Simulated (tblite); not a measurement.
Compound: C2H6Cl2Si2.
Geometry (GFN2-xTB, Å), atoms numbered from 1 in this order:
```xyz
12
C2H6Cl2Si2 angstrom
C      1.8460    0.6974    0.3692
C      1.4851   -0.5389    0.0600
Si    -0.2617   -1.0552   -0.4426
Cl    -0.6941   -2.7421    0.6169
Si    -1.8445    0.5691    0.0444
Cl    -1.5641    2.1565   -1.1834
H      1.1467    1.5182    0.3431
H      2.8547    0.9530    0.6549
H      2.2375   -1.3184    0.1060
H     -0.2101   -1.4831   -1.8487
H     -1.7616    1.0955    1.4099
H     -3.2327    0.1473   -0.1558
```

Computed values, GFN2-xTB/tblite, gas phase, harmonic and unscaled. Errors from tens to a few hundred cm⁻¹ against measured bands are possible. Modes of hydrogen on silicon can be 10 to 20 % off. One conformer, not necessarily the lowest.

Harmonic wavenumbers (cm⁻¹): 31.0, 41.3, 76.3, 115.1, 124.6, 163.6, 321.9, 389.6, 398.2, 474.0, 497.4, 525.0, 573.3, 604.6, 645.1, 689.6, 718.7, 804.1, 924.2, 1006.0, 1020.2, 1263.6, 1417.2, 1662.2, 2167.4, 2212.1, 2239.8, 3021.4, 3079.8, 3100.0.

A = 2128, B = 876.2, C = 671.1 MHz; mass 155.939 u (most abundant isotopes); point group C1, symmetry number 1.

**Question.** What is the zero-point energy?

**Answer.** Half the sum of the wavenumbers: 15154 cm⁻¹ = 181.28 kJ/mol.

**Question.** Give the ideal-gas entropy at 298.15 K and 1 bar in the rigid-rotor, harmonic-oscillator model (classical rotation).

**Answer.** Translation 171.83, rotation 125.23, vibration 131.41: S = 428.5 J/(mol K).

**Question.** And Cp and H(298.15 K) − H(0)?

**Answer.** Cp = 145.78 J/(mol K), of which vibrations give 112.52 (their classical limit is 30 R = 249.4); H(298.15 K) − H(0) = 28.65 kJ/mol without the zero-point energy, 18.74 from vibrations.

**Question.** How do the functions run with temperature in this model?

**Answer.** 
```
T (K)  S (J/(mol K))  Cp (J/(mol K))  H − H(0) (kJ/mol)  G − H(0) (kJ/mol)  ln q(vib)
  150          345.8            97.8              10.42             -41.45       4.26
  250          404.0           132.0              21.96             -79.05       7.00
  400          474.7           168.9              44.74            -145.15      10.74
  600          549.4           199.2              81.78            -247.86      15.16
  900          635.9           227.1             146.08            -426.25      20.81
```

q(vib) and H(0) count from the zero-point level.

**Question.** What must be added to the electronic energy to get the Gibbs energy at 298.15 K and 1 bar?

**Answer.** ZPE + [H(298.15 K) − H(0)] − T·S = 181.28 + 28.65 − 127.75 = 82.18 kJ/mol.

**Question.** Blend soft modes into free rotors: weight 1/[1 + (100 cm⁻¹/ν̃)⁴] for the oscillator and the rest for a rotor with moment μB/(μ + B), μ = h/(8π²ν), B = 10⁻⁴⁴ kg m². What vibrational entropy results?

**Answer.** 114.32 J/(mol K) in place of 131.41, which changes −T·S at 298.15 K by +5.09 kJ/mol.

Hindered rotation and anharmonicity are outside this model. Other conformers, if any are populated, would add a mixing term that is left out. The structure is chiral; the term R ln 2 for an equal mix with its mirror image is left out.
